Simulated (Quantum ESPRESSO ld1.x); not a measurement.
Task: The aim is neutral hafnium in [Xe] 4f14 5d2 6s2. What will ld1.x (Quantum ESPRESSO 7.5) do with this input?

```
 &input
    zed=72.0,
    iswitch=1,
    rel=2,
    dft='BLYP',
    config='[Xe] 4f14 5d2 6s2',
    verbosity='high',
    relpert=.true.,
    prefix='ld1',
    max_out_wfc=37,
    file_charge='ld1.rho',
 /
```

Result: Refused. The program stops in ld1_readin with "perturbative SO-splitting for AE calculations with rel=0 only": the perturbative correction needs rel = 0.

Output (excerpt):

```
     Program LD1 v.7.5 starts

 %%%%%%%%%%%%%%%%%%%%%%%%%%%%%%%%%%%%%%%%%%%%%%%%%%%%%%%%%%%%%%%%%%%%%%%%%%%%%%
     Error in routine ld1_readin (1):
     perturbative SO-splitting for AE calculations with rel=0 only
 %%%%%%%%%%%%%%%%%%%%%%%%%%%%%%%%%%%%%%%%%%%%%%%%%%%%%%%%%%%%%%%%%%%%%%%%%%%%%%

     stopping ...
```

Run on one thread of a shared host, so times are rough (Intel(R) Xeon(R) Processor @ 2.60GHz): 0.14 s of CPU time, 0.88 s wall, peak memory 26 MiB.
